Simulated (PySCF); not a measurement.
Species: `C(C[SiH2]C(C)C)#N`. The columns A, B, C and D hold Mulliken, IAO, Hirshfeld and ESP-fitted charges (e) of one PBE0/pcSseg-1 density (PySCF), in a shuffled order. Coordinates in Å (GFN2-xTB); the density's dipole moment is (-2.15, 1.57, -2.62) D.

```json
{"atom": "C1", "x": "-1.030", "y": "0.701", "z": "0.816", "A": "-0.241", "B": "-0.117", "C": "-0.455", "D": "-0.413"}
{"atom": "C2", "x": "-0.657", "y": "-0.500", "z": "-0.054", "A": "-0.622", "B": "-0.101", "C": "+0.275", "D": "-0.360"}
{"atom": "C3", "x": "-1.918", "y": "-1.151", "z": "-0.619", "A": "-0.233", "B": "-0.117", "C": "-0.558", "D": "-0.413"}
{"atom": "Si4", "x": "0.553", "y": "-0.032", "z": "-1.452", "A": "+0.701", "B": "+0.361", "C": "+0.430", "D": "+0.772"}
{"atom": "C5", "x": "2.080", "y": "0.876", "z": "-0.714", "A": "-0.518", "B": "-0.131", "C": "-0.541", "D": "-0.579"}
{"atom": "C6", "x": "2.599", "y": "0.176", "z": "0.415", "A": "+0.035", "B": "+0.080", "C": "+0.428", "D": "+0.141"}
{"atom": "N7", "x": "2.989", "y": "-0.401", "z": "1.324", "A": "-0.255", "B": "-0.242", "C": "-0.506", "D": "-0.271"}
{"atom": "H8", "x": "-1.728", "y": "0.400", "z": "1.597", "A": "+0.121", "B": "+0.044", "C": "+0.123", "D": "+0.143"}
{"atom": "H9", "x": "-0.150", "y": "1.120", "z": "1.300", "A": "+0.128", "B": "+0.038", "C": "+0.114", "D": "+0.139"}
{"atom": "H10", "x": "-1.505", "y": "1.479", "z": "0.221", "A": "+0.111", "B": "+0.037", "C": "+0.105", "D": "+0.132"}
{"atom": "H11", "x": "-0.165", "y": "-1.234", "z": "0.594", "A": "+0.165", "B": "+0.040", "C": "+0.015", "D": "+0.149"}
{"atom": "H12", "x": "-2.580", "y": "-1.466", "z": "0.187", "A": "+0.121", "B": "+0.043", "C": "+0.153", "D": "+0.142"}
{"atom": "H13", "x": "-1.671", "y": "-2.025", "z": "-1.217", "A": "+0.121", "B": "+0.041", "C": "+0.120", "D": "+0.140"}
{"atom": "H14", "x": "-2.461", "y": "-0.450", "z": "-1.249", "A": "+0.111", "B": "+0.038", "C": "+0.137", "D": "+0.134"}
{"atom": "H15", "x": "-0.054", "y": "0.908", "z": "-2.403", "A": "-0.068", "B": "-0.076", "C": "-0.111", "D": "-0.123"}
{"atom": "H16", "x": "1.018", "y": "-1.235", "z": "-2.150", "A": "-0.057", "B": "-0.073", "C": "-0.112", "D": "-0.115"}
{"atom": "H17", "x": "2.863", "y": "0.954", "z": "-1.468", "A": "+0.191", "B": "+0.068", "C": "+0.201", "D": "+0.191"}
{"atom": "H18", "x": "1.811", "y": "1.887", "z": "-0.403", "A": "+0.190", "B": "+0.067", "C": "+0.182", "D": "+0.188"}
```

Problem. Which column most likely holds the ESP-fitted charges?

Solution. C. Σ q r misses the density's dipole by 0.04 D (C), 0.84 D (D), 0.86 D (B), 1.69 D (A). Charges fitted to the outside potential are the only set here that is tied to the molecule's multipoles.

Problem. And the Hirshfeld charges?

Solution. B. The mean sizes are 0.095 e (B), 0.222 e (A), 0.252 e (D), 0.254 e (C), and Hirshfeld charges are commonly the smallest of these schemes.

As computed, A = Mulliken, B = Hirshfeld, C = ESP-fitted, D = IAO. Hydrogens on carbon: Mulliken +0.11 to +0.19, Hirshfeld +0.04 to +0.07, ESP-fitted +0.02 to +0.20, IAO +0.13 to +0.19 e.

The IAO scheme counts the electrons in orthogonalised intrinsic atomic orbitals, a minimal basis polarised so that it spans the occupied orbitals exactly. The Mulliken scheme counts on each atom the diagonal of the density matrix times the overlap matrix over that atom's basis functions.

Isolated species at its GFN2-xTB geometry (one conformer only).

These values come from a run that also computed NMR shieldings. Time: 61 s (grids of density and orbitals included); peak memory 0.82 GiB. Hardware: Arm Neoverse N1, one thread, shared host with 64 logical CPUs at a one-minute load of 60.

Shape of the structure used: `[CH3:1][CH:2]([CH3:3])[SiH2:4][CH2:5][C:6]#[N:7]`: C1–C2–Si4–C5 53°, C2–Si4–C5–C6 48°.
